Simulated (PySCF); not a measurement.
**Choosing a basis for TDDFT**

Compound: C2H11GeNSi.
SMILES with atom numbers: `[CH3:1][N:2]([CH3:3])[GeH2:4][SiH3:5]` (hydrogens: H6, H7, H8 on C1; H9, H10, H11 on C3; H12, H13 on Ge4; H14, H15, H16 on Si5)

TDDFT with PBE0 (PySCF), vertical singlets, core orbitals frozen in the response, spherical d and f functions. Isolated species at its PBE0-D3(BJ)/def2-SVP geometry (one conformer only). The PBE0/6-31G* calculation is non-relativistic and has no spin–orbit coupling, an omission that weighs most on germanium.

Task: How do the low singlets change with the basis? Take 6-31G*, def2-SVP, def2-SVPD, aug-cc-pVDZ and def2-TZVP.

Result: 

```json
{"basis": "6-31G*", "functions": "114", "diffuse": "no", "S1 (eV)": "4.93", "S2 (eV)": "5.83", "S3 (eV)": "5.92", "S4 (eV)": "6.84", "S5 (eV)": "7.14", "LUMO (eV)": "0.35", "α (au)": "82.3"}
{"basis": "def2-SVP", "functions": "147", "diffuse": "no", "S1 (eV)": "4.96", "S2 (eV)": "5.66", "S3 (eV)": "6.15", "S4 (eV)": "6.62", "S5 (eV)": "6.80", "LUMO (eV)": "0.24", "α (au)": "87.4"}
{"basis": "def2-SVPD", "functions": "210", "diffuse": "yes", "S1 (eV)": "4.85", "S2 (eV)": "5.42", "S3 (eV)": "5.54", "S4 (eV)": "5.66", "S5 (eV)": "6.11", "LUMO (eV)": "0.01", "α (au)": "98.7"}
{"basis": "aug-cc-pVDZ", "functions": "231", "diffuse": "yes", "S1 (eV)": "4.70", "S2 (eV)": "5.04", "S3 (eV)": "5.27", "S4 (eV)": "5.48", "S5 (eV)": "5.62", "LUMO (eV)": "-0.24", "α (au)": "101.1"}
{"basis": "def2-TZVP", "functions": "244", "diffuse": "no", "S1 (eV)": "4.84", "S2 (eV)": "5.55", "S3 (eV)": "5.66", "S4 (eV)": "6.08", "S5 (eV)": "6.37", "LUMO (eV)": "0.04", "α (au)": "95.8"}
```

States are compared by their number. Against the largest diffuse basis here (aug-cc-pVDZ, itself not a converged limit), sets without diffuse functions differ by up to 0.26 eV in S1 and 1.52 eV in S5; the smaller diffuse sets differ by up to 0.15 and 0.49 eV. State by state, the largest deviation of a set without diffuse functions is S1 0.26, S2 0.79, S3 0.88, S4 1.36, S5 1.52 eV. The same number needn't mean the same state in each row. Against aug-cc-pVDZ the polarisability deviates by -19% in 6-31G*, -13% in def2-SVP, -2% in def2-SVPD, -5% in def2-TZVP.
